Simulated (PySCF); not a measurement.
Consider fluorogermane, `[F][GeH3]` (FGeH3). Atom numbers as in the mapped SMILES `[F:1][GeH3:2]`.

Level of theory: ωB97X-D3(BJ)/ma-def2-TZVP single points in PySCF, grid level 2; every species was optimised with PBE0-D3(BJ)/def2-SVP. Thermal corrections: PBE0-D3(BJ)/def2-SVP frequencies, unscaled, ideal gas at 298.15 K and 1 bar, quasi-RRHO entropy.

(1) What are the vertical and the adiabatic ionisation energy for forming the radical cation?

(2) Where does the unpaired spin of the relaxed radical cation sit?

(3) What oxidation potential follows in DMF (IEF-PCM), given that Fc+/Fc comes at 4.54 V absolute with this functional and basis?

(4) How far is −ε(HOMO) from the vertical value by ΔSCF?

Results:

(1) 12.61 eV vertical and 11.68 eV adiabatic, the latter with zero-point energy.

(2) H (on Ge2) 0.37, H (on Ge2) 0.37, Ge2 (germanium) 0.21 (intrinsic atomic orbital populations).

(3) In the gas phase ΔG of oxidation is 11.617 eV, and solvation is -11.2 kJ/mol for the parent and -288.1 kJ/mol for the product, so the absolute potential is 8.75 V, or 4.21 V against Fc+/Fc. Fc+/Fc in DMF, 4.54 V, is ωB97X-D3(BJ)/ma-def2-TZVP on PBE0-D3(BJ)/def2-SVP structures with GFN2-xTB thermal terms. Benchmark calculations put it near 5.0 V in acetonitrile and DMSO, so it is about 0.5 V low, and the value against it can read up to that much too high. The solvent is electrostatics only, on gas-phase structures; the absolute scale refers to an electron at rest in vacuum.

(4) −ε(HOMO) = 12.26 eV, which is 0.35 eV below the ΔSCF value.

Note: spin-orbit coupling is left out of the energies, which matters for open shells on the heavier atoms; atoms from Ga to Kr are treated without relativity.
